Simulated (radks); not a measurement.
Problem. Radial electron density D(r) = 4 pi r^2 rho(r) of an atom or ion with 4 electrons. All-electron calculation, non-relativistic Kohn-Sham, r2SCAN, spin-polarised, spherical densities, point nucleus; meta-GGA in the generalised Kohn-Sham scheme. Program: a radial shooting solver on a logarithmic mesh with Libxc functionals.

r (bohr),D(r) (e/bohr)
0.002422,4.794
0.002666,5.671
0.002935,6.692
0.00323,7.877
0.003556,9.243
0.003914,10.81
0.004309,12.60
0.004705,14.45
0.005179,16.71
0.005701,19.23
0.006275,22.02
0.006908,25.06
0.007604,28.35
0.00837,31.84
0.009213,35.49
0.01014,39.22
0.01116,42.93
0.01229,46.51
0.01353,49.81
0.01489,52.66
0.01639,54.91
0.01804,56.36
0.01986,56.86
0.02186,56.29
0.02406,54.56
0.02649,51.66
0.02916,47.70
0.03209,42.84
0.03533,37.39
0.03889,31.71
0.0428,26.22
0.04712,21.35
0.05186,17.47
0.05709,14.85
0.06284,13.56
0.06917,13.52
0.07614,14.43
0.08382,15.85
0.09226,17.27
0.1007,18.16
0.1109,18.32
0.1221,17.46
0.1344,15.63
0.1479,13.07
0.1628,10.16
0.1792,7.303
0.1973,4.823
0.2172,2.907
0.239,1.587
0.2631,0.7779
0.2896,0.3390
0.3188,0.1299
0.3509,0.04326
0.3863,0.01235
0.4252,0.002981

What is the nuclear charge?

Solution. Z = 49. The innermost maximum, from 1s, lies near 1/Z = 0.0204 bohr (found: 0.0199), and its height grows with Z. The density is that of the indium ion In45+ in [He] 2s2; the configuration itself is not fixed sharply by these data, and Z only to a few units. D(r) has 2 maxima, at r = 0.0199, 0.107 bohr, and minima at 0.0659 bohr, inside which lie 2.07 electrons.
